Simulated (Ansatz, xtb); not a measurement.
AlGaH3Sn: which of two structures lies lower

Structure a is a doublet given by its coordinates and structure b is a doublet given by its coordinates. Both are isolated molecules in the gas phase, relaxed with B3LYP-D3(BJ)/def2-SVP.

a (Å):

```yaml
atoms:
  - { symbol: Al, position_ang: [-2.5085, -1.0807, 1.4903] }
  - { symbol: Ga, position_ang: [-1.2916, 1.5587, 0.3969] }
  - { symbol: Sn, position_ang: [-2.4185, -0.1761, -1.1330] }
  - { symbol: H, position_ang: [-1.5837, -0.6347, 2.7225] }
  - { symbol: H, position_ang: [-3.5433, -2.2493, 1.8091] }
  - { symbol: H, position_ang: [-0.6140, 2.5286, 1.4697] }
```

Close contacts (Å): Al1–Ga2 3.11, Al1–Sn3 2.78, Ga2–Sn3 2.57, Al1–H4 1.60, Al1–H5 1.59, Ga2–H6 1.60.

b (Å):

```yaml
atoms:
  - { symbol: Al, position_ang: [-1.1658, 2.7800, 0.2235] }
  - { symbol: Ga, position_ang: [-0.0717, 0.4949, 1.2390] }
  - { symbol: Sn, position_ang: [-1.3847, 2.1870, 2.8465] }
  - { symbol: H, position_ang: [-1.3904, 3.7037, -1.0521] }
  - { symbol: H, position_ang: [0.8294, -0.6272, 0.5721] }
  - { symbol: H, position_ang: [-0.5405, 1.3074, -0.4249] }
```

Close contacts (Å): Al1–Ga2 2.73, Al1–Sn3 2.70, Ga2–Sn3 2.68, Al1–H4 1.59, Al1–H6 1.73, Ga2–H5 1.59, Ga2–H6 1.91.

Problem. Estimate E(b) − E(a) at the level CCSD(T)/def2-SVP.

Solution. Calculated at CCSD(T)/def2-SVP: E(b) − E(a) = −8.6 kJ/mol, so structure b lies lower.

The same difference at several levels:

| level | geometry | E(b) − E(a) (kJ/mol) | departure from the last row (kJ/mol) | job, with rough time for the two |
| --- | --- | --- | --- | --- |
| B3LYP-D3(BJ)/def2-SVP | B3LYP-D3(BJ)/def2-SVP | −3.8 | +4.7 | optimisation, 3.2 min |
| HF/def2-SVP | B3LYP-D3(BJ)/def2-SVP | +1.0 | +9.6 | part of the CCSD(T) run |
| MP2/def2-SVP | B3LYP-D3(BJ)/def2-SVP | −6.9 | +1.7 | part of the CCSD(T) run |
| CCSD(T)/def2-SVP | B3LYP-D3(BJ)/def2-SVP | −8.6 |  | single point, 35 s |

HF/def2-SVP finds them nearly level. The largest departure from CCSD(T)/def2-SVP is that of HF/def2-SVP, 9.6 kJ/mol. Levels run at GFN2-xTB geometries aren't shown.

With harmonic frequencies from B3LYP-D3(BJ)/def2-SVP (ideal gas, rigid rotor, one conformer each, 298.15 K, 1 atm): on the last row, ΔE + ΔZPE = −8.0 kJ/mol. A mode under 50 cm⁻¹ makes harmonic enthalpies and free energies unreliable, so none is given.

Open shells are spin-unrestricted. The correlated steps freeze 18 core orbitals; the filled d shell of Ga and Sn is correlated, in a basis made for valence electrons. Atoms past krypton carry core potentials in the def2 sets and no spin–orbit term is included. Run with Ansatz 0.2.0; the last row on 2 threads of Intel(R) Xeon(R) 6975P-C (Granite Rapids) on a shared host.
